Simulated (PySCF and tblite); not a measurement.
Results of a calculation; reference values are marked as such.
C5HN3O, numbered as in [N:1]#[C:2][c:3]1[cH:4][n:5][o:6][c:7]1[C:8]#[N:9].

The ensemble was built from 45 distance-geometry starts (ETKDG, MMFF94s, GFN2-xTB) and rests on GFN2-xTB geometries. Weights use B3LYP-D3(BJ)/pcSseg-1 (IEF-PCM, methanol) energies plus GFN2-xTB zero-point and thermal terms (modes under about 100 cm⁻¹ blended into free rotors). Symmetry numbers and mirror images are counted. Conformers within 2.5 kcal/mol (GFN2-xTB free energy) were kept, 6 at most. GIAO shieldings: B3LYP/pcSseg-1 (IEF-PCM, methanol). Shifts are against TMS (¹H), TMS (¹³C) at the same level. Programs: PySCF with density fitting and tblite.

(1) Predict the averaged NMR shifts at 298.15 K.

Shifts are unscaled: against experiment ¹³C can be off by 15 ppm or more and ¹H by 0.8 ppm.

## Answers

(1) ¹H: 8.92 (H4, 1H) ppm. ¹³C: 161.2 (C4), 160.2 (C7), 116.5 (C2), 114.3 (C3), 114.2 (C8) ppm.
